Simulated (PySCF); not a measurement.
An unknown shows these calculated signals:

1H NMR (400 MHz, computed): δ 2.53 (m, 2H), 1.93 (m, 4H), 1.66 (m, 4H).

13C{1H} NMR (computed): δ 126.7 (C), 27.1 (CH), 26.9 (CH2).

How the numbers were obtained: σ from GIAO-PBE0/pcSseg-1, structure optimised with PBE0-D3(BJ)/def2-SVP, in PySCF 2.14.0 with density-fitted response routines (fast rotation and ring inversion assumed for equivalent nuclei, single conformer, no solvent, no relativistic terms).

Referencing at the same level of theory: 1H (σ = 31.27 ppm), 13C (σ = 184.41 ppm) against TMS.

Which of these does the molecule contain: an N-methyl group, a nitrile, an S-methyl group, a ketone?

Results:


- An N-methyl group: no.
- A nitrile: yes (δC 126.7).
- An S-methyl group: no.
- A ketone: no.

The data belong to `N#C[C@H]1CC[C@H](C#N)CC1`, C₈H₁₀N₂; they needn't prove each group on their own.

Carbon signals by region: 1 in the sp2 and nitrile region (100–160 ppm), 2 below 50 ppm.

Shifts are as computed. Against solution values, carbons near 30 ppm lie about +2 ppm off and those near 130 ppm about +5 ppm. Of 1211 compounds with measured shifts, 218 miss one by over three times the rms of a fit or turn the order of signals round; such compounds aren't used in these exercises. Multiplicities follow the n + 1 count of equivalent neighbours, as no J values were calculated; m marks all less simple cases, F and P coupling included.
